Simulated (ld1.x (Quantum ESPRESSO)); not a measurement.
# Ru (Z = 44): one change to an RRKJ potential, before and after

- Element: Ru (Z = 44)
- Generator: ld1.x (Quantum ESPRESSO) 7.5
- Type: norm-conserving RRKJ (Kleinman–Bylander form)
- Functional: LDA (PZ)
- Relativity: scalar-relativistic
- Frozen core: [Ar] 3d10
- Valence charge: 16
- Reference configuration: 4s2 4p6 4d6 5s0 5p0 (charge +2)
- Partial waves: 4s (bound): rc 1.65 bohr; 4d (bound): rc 1.55 bohr; 4p (bound): rc 1.90 bohr
- Local potential: the p channel
- Core correction: a·sin(br)/r model core inside 1.55 bohr

Change: all radii but the core radius scaled by about 1.14 (s 1.88, p 2.16, d 1.76 bohr).

Cutoffs: the cutoffs (Ry, on a coarse ladder) from which the occupation-weighted sum of valence levels, in a spherical-Bessel basis at the reference potential, stays within 10 and 1 mRy of its value at 400 Ry; they do not see the model core or the augmentation charge, which bear on the density cutoff. Errors are all-electron minus pseudo energies relative to the spin-unpolarised reference configuration.

Q: Predict the effect on cutoff, ghosts and configuration errors.

A: The potential gets softer (50 Ry and 70 Ry → 45 Ry and 55 Ry); of the 9 tests that both files solve, the error grows in 4 and shrinks in 1 by more than 15 % and 0.3 meV (median size 197.3 → 221.1 meV); neither file shows a bound ghost at the reference potential, the only one tested. A larger radius leaves more room for a smooth pseudo-wave, so fewer plane waves are needed.

```csv
quantity,base,changed
"cutoff, loose",50 Ry,45 Ry
"cutoff, tight",70 Ry,55 Ry
loose cutoff by channel (10 mRy a level),"s 35 Ry, d 40 Ry, p 25 Ry","s 12 Ry, d 40 Ry, p 25 Ry"
bound ghosts,none,none
"error for 4s2 4p6 4d7 5s1 5p0, meV [ΔE -26.05 eV]",+573,+1374
"error for 4s2 4p6 4d7 5s0 5p0, meV [ΔE -18.44 eV]",+10,+9.0
"error for 4s2 4p6 4d5 5s0 5p0, meV [ΔE 30.85 eV]",+16,+17
"error for 4s2 4p6 4d7 5s0 5p1, meV [ΔE -22.47 eV]",+113,+105
"error for 4s2 4p6 4d8 5s0 5p0, meV [ΔE -26.32 eV]",+24,+20
"error for 4s2 4p5 4d7 5s1 5p0, meV [ΔE 26.46 eV]",+881,+2228
"error for 4s2 4p6 4d7 5s0.5 5p0, meV [ΔE -23.03 eV]",+333,+790
"error for 4s2 4p6 4d6 5s0 5p0 (spin-polarised), meV [ΔE -2.50 eV]",+197,+221
"error for 4s2 4p6 4d7 5s1 5p0 (spin-polarised), meV [ΔE -27.70 eV]",+689,+1531
```

Changed file: These tests converged, but a pseudo level misses the all-electron one widely, so the file describes the atom poorly there or has found another state: 4s2 4p6 4d5 5s0 5p0: empty 5s by 3.7 eV.
